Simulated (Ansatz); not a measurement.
Task: Name a neutral molecule of B, C, N, O and H with size of the dipole moment (B3LYP/def2-TZVPP) between 2.25 and 2.55 D and HOMO–LUMO gap (PBE/def2-TZVPP) between 5.95 and 6.25 eV (Ansatz, PBE0-D4/def2-TZVP geometry).

Result: `CCB(N)O` (2.53 D, 6.11 eV). Other molecules can fit too; these were computed, each in one conformer that needn't be the lowest.

B3LYP here is the variant with VWN-RPA as its local correlation; programs differ in this.
